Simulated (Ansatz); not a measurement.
`CO[SiH2]O[SiH3]` + `F[SiH](F)S` → `CO[SiH2]S[SiH](F)F` + `O[SiH3]`  (ligand exchange at the Si–O bond)

Calculated with Ansatz (gas phase, PBE0-D4/def2-TZVP geometries, no zero-point term in ΔE). CCSD(T)/CBS adds triple-zeta CCSD(T) − MP2 to the extrapolated MP2 energy (def2 sets, frozen cores). DFT in def2-TZVPP. B3LYP here is the variant with VWN-RPA as its local correlation; programs differ in this. Each species was taken in one conformer, which may not be the lowest.

```tsv
level	ΔE (kcal/mol)	difference from CCSD(T)/CBS
PBE-D4	10.0	-3.5
r2SCAN-D4	12.4	-1.1
PBE0-D4	11.0	-2.5
B3LYP-D4	13.9	0.4
ωB97X-V	13.3	-0.2
ωB97M-V	13.0	-0.5
B2PLYP	15.1	1.6
PBE	11.2	-2.3
HF/def2-TZVPP	19.5	6.0
MP2/def2-TZVPP	13.2	-0.3
CCSD/def2-TZVPP	15.3	1.8
CCSD(T)/def2-TZVPP	14.3	0.8
HF/def2-QZVPP	20.1	6.6
MP2/def2-QZVPP	12.9	-0.6
SCS-MP2/def2-QZVPP	14.6	1.1
MP2/CBS(def2)	12.4	-1.1
CCSD(T)/CBS	13.5	0
```

Largest T1 diagnostic among the species: 0.012.

In def2-TZVPP, CCSD(T) changes the Hartree–Fock value by −5.2 kcal/mol (the triples alone add −1.1 kcal/mol) and MP2 by −6.3 kcal/mol. From PBE to PBE0 (25 % exact exchange), in def2-TZVPP and without D4, ΔE moves by +0.9 kcal/mol. The D4 term adds −1.9 kcal/mol with B3LYP and −1.0 kcal/mol with PBE0; it sums over pairs of atoms, weighted by their polarisabilities, and B3LYP, whose exchange is more repulsive, gets the larger term.
